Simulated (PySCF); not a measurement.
# Trend along group 14: MF molecules

PBE0 with triple-zeta basis sets in PySCF, for the lowest determinant that a PBE0 search found; no spin–orbit coupling. De refers to high-spin ground-configuration atoms. A positive dipole means M(−)F(+).

```
 M         basis  state (unpaired electrons)  Re (Å)  ωe (cm⁻¹)  De (eV)  μ (D)
 C    def2-TZVPP               doublet (π ↑)   1.268       1339     5.84   0.80
Ge    def2-TZVPP               doublet (π ↑)   1.756        669     5.23  -1.81
Sn    def2-TZVPP               doublet (π ↑)   1.947        581     4.86  -2.69
Pb  x2c-TZVPPall               doublet (π ↑)   2.048        526     4.52  -3.52
```

The shortest bond is that of CF (1.268 Å), the longest that of PbF (2.048 Å).

The rows differ in basis set, which adds steps of its own.

Relativity is treated differently too: C no relativity; Ge no relativity; Sn scalar-relativistic core potentials; Pb spin-free X2C.

Down a group bonds as a rule get longer and wavenumbers fall, partly through the reduced mass; this series shows no clear exception.

Spin–orbit coupling is left out, which matters for elements this heavy, above all for dissociation energies. States were picked by a PBE0 search and need not be the measured ground states.
